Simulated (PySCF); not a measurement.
C₂H₂F₃O₂ (SMILES OC(=[OH+])C(F)(F)F), charge +1, singlet, geometry from GFN2-xTB. Base run: WB97X/STO-3G in PySCF.

The PySCF input:
```python
from pyscf import gto, scf, dft

mol = gto.Mole()
mol.atom = '''
    O     1.60853260   -0.88459897    0.02028416
    C     0.90805593    0.14957858   -0.08119017
    O     1.25456321    1.33780754   -0.27055162
    C    -0.66666345   -0.09815298    0.05643252
    F    -1.30533713    1.03736901   -0.08535804
    F    -0.89868137   -0.60744521    1.24860373
    F    -1.03378219   -0.94934942   -0.87846494
    H     2.59287415   -0.88028630   -0.04247575
    H     2.19421086    1.62089485   -0.36986561
'''
mol.basis = 'sto-3g'
mol.charge = 1
mol.verbose = 4
mol.build()

mf = dft.RKS(mol)
mf.xc = 'wb97x'
mf.kernel()
```

Variants of this job, named by their change:

```
change                               ΔE vs base (µEh)  grid points  electrons on the grid
-----------------------------------  ----------------  -----------  ---------------------
base                                              0.0       118808               55.99999
grids.becke_scheme = stratmann                   -9.2       118808               56.00000
grids.radi_method = delley                       -2.5       126616               55.99999
grids.atom_grid = (30, 110)                       832        22120               55.99960
grids.level = 4                                 -12.6       231664               56.00000
grids.radi_method = gauss_chebyshev              -9.4       116392               55.99999
grids.level = 1                                  -828        41568               55.99995
grids.level = 2                                  16.9        90392               55.99999
small_rho_cutoff = 0                              0.0       118808               55.99999
grids.atom_grid = (75, 302)                       0.2       128864               55.99999
grids.atom_grid = (50, 194)                      -2.5        59032               55.99995
```
